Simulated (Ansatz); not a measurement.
This geometry of CH$_{2}$OSTe (6 atoms, charge 0, multiplicity 1) is a first-order saddle point.

All numbers below come from RKS PBE-D4/def2-SVP (Ansatz 0.2.0).

```xyz
6
Properties=species:S:1:pos:R:3
O 1.775 0.426 0.013
C 1.049 -0.421 -0.424
S -0.364 -1.199 0.533
Te -2.029 0.501 0.046
H 1.145 -0.866 -1.453
H -1.576 1.559 1.286
```

(1) Which two structures does it join? (They come from a converged band through this point; their orientation in space is the band's.)

(2) How far does it lie above each of them?

## Answers

(1) No bond is made or broken. The dihedral H5–C2–S3–Te4 goes from -177 to 1°.

Initial state:

```xyz
6
Properties=species:S:1:pos:R:3
O 1.361 0.585 -0.760
C 0.941 -0.530 -0.583
S -0.684 -1.033 0.018
Te -1.872 1.082 0.270
H 1.535 -1.471 -0.769
H -1.281 1.367 1.824
```

Final state:

```xyz
6
Properties=species:S:1:pos:R:3
O 1.830 -1.333 -0.867
C 0.951 -0.552 -0.612
S -0.613 -1.086 0.152
Te -1.840 1.014 0.288
H 0.977 0.560 -0.806
H -1.305 1.397 1.844
```

(2) 10.1 kcal/mol above the first and 9.4 kcal/mol above the second. This is the barrier of this one path; another mechanism may lie lower.

The run took 110 s on 1 thread of AMD EPYC 7R43 64-Core Processor (Zen 3), with other jobs on the host, peak memory 0.13 GiB.
